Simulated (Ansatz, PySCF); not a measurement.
Molecule: methyl-bis(sulfanyl)borane, CH5BS2, net charge 0, singlet state. 
Coordinates optimised at B3LYP-D3(BJ)/def2-TZVP (Ansatz, a quantum-chemistry and plane-wave program):
SMILES: CB(S)S
```xyz
9

C     -1.8215    -0.1616    -0.5308
B     -0.3208    -0.0318    -0.0936
S      0.4834     1.5635     0.1837
S      0.6355    -1.5441     0.1401
H     -2.1488    -1.1948    -0.6545
H     -1.9895     0.3597    -1.4776
H     -2.4760     0.3123     0.2063
H     -0.5715     2.3475    -0.0990
H      1.8163    -1.0075     0.4964
```

PBE beside other levels, property by property. Valence correlation only, unless marked. UHF or UKS for open shells. Spin-orbit coupling is left out. No relativistic terms. Basis-set limits of correlation are two-point, X^-3; Hartree-Fock from the larger set. Rows marked 298 K are enthalpies with B3LYP-D3(BJ) harmonic zero-point and thermal terms from PySCF. Atomisation energies are electronic, to ground-state atoms; the column to compare with has the core term from cc-pwCVTZ added, other frozen-core levels have none. Anions need diffuse functions, of which def2-TZVPD holds fewer than the aug- sets. The coupled-cluster column (Ansatz) is a level with limits of its own: CCSD(T)/CBS(aug-cc-pV(T+d)Z,aug-cc-pV(Q+d)Z).

```json
[
 {"property": "deprotonation enthalpy (H-S bond), 298 K, to CB([S-])S + H+ (kcal/mol)", "PBE0/def2-TZVPD (Ansatz)": "337.9", "CCSD(T)/aug-cc-pV(D+d)Z (Ansatz)": "336.1", "CCSD(T)/cc-pV(T+d)Z (Ansatz)": "341.7", "coupled cluster": "336.3"},
 {"property": "atomisation energy (kcal/mol)", "PBE0/def2-TZVPD (Ansatz)": "770.2", "CCSD(T)/aug-cc-pV(D+d)Z (Ansatz)": "718.1", "CCSD(T)/cc-pV(T+d)Z (Ansatz)": "747.2", "coupled cluster": "770.3"},
 {"property": "C-H bond dissociation enthalpy, 298 K, to [CH2]B(S)S + H atom (kcal/mol)", "PBE0/def2-TZVPD (Ansatz)": "92.5", "CCSD(T)/aug-cc-pV(D+d)Z (Ansatz)": "92.6", "CCSD(T)/cc-pV(T+d)Z (Ansatz)": "95.6", "coupled cluster": "96.7"}
]
```

What does PBE/def2-TZVPD (Ansatz) give for each property, and on which side of coupled cluster does it fall?


- deprotonation enthalpy (H-S bond), 298 K, to CB([S-])S + H+: PBE lies 0.8 kcal/mol below coupled cluster; PBE gives 335.5 kcal/mol.
- atomisation energy: PBE lies 8.7 kcal/mol above coupled cluster; PBE gives 779.0 kcal/mol.
- C-H bond dissociation enthalpy, 298 K, to [CH2]B(S)S + H atom: PBE lies 4.9 kcal/mol below coupled cluster; PBE gives 91.8 kcal/mol.
